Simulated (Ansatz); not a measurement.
Coupled-cluster diagnostics for the cluster MoO₃⁺, Ansatz.

Geometry of the doublet (B3LYP-D4/def2-TZVP):

```csv
atom,x (Å),y (Å),z (Å)
Mo1,0.3582,-0.5626,0.3966
O2,-1.2994,0.0621,-0.2011
O3,-0.3690,-0.0909,-1.2598
O4,1.3102,0.5914,1.0643
```

In the def2 sets Mo takes a core potential; there is no spin–orbit coupling. Correlated methods freeze 3 core orbitals; core or outer-core shells of Mo are correlated, in sets that lack core-valence functions. The structure holds 1 bond(s) between oxygen atoms. Another isomer (doublet) lies 0.88 eV lower at PBE0-D4/def2-TZVP; other spin states weren't run for this one.

Estimate the CCSD(T) correlation energy, the shares of MP2 and (T), T1 and the reference's ⟨S²⟩ for: charge 1, doublet, own geometry in def2-TZVPP; and the rough time on 4 threads of Arm Neoverse V2 on a shared host.


```json
{"state": "charge 1, doublet, own geometry", "basis": "def2-TZVPP", "correlation (eV)": "-34.274", "MP2 share (%)": "95.3", "(T) share (%)": "6.2", "T1": "0.066", "⟨S²⟩ (pure)": "1.44 (0.75)", "wall time": "2 min", "remarks": "flagged by the program, large T1, spin-contaminated"}
```
Customary marks for T1 are 0.02 (closed shells), 0.045 (open shells) and about 0.05 (3d metals). T1 exceeds 0.02 in 1 of 1 rows and 0.045 in 1; the higher it lies, the less the single-reference result can be trusted.
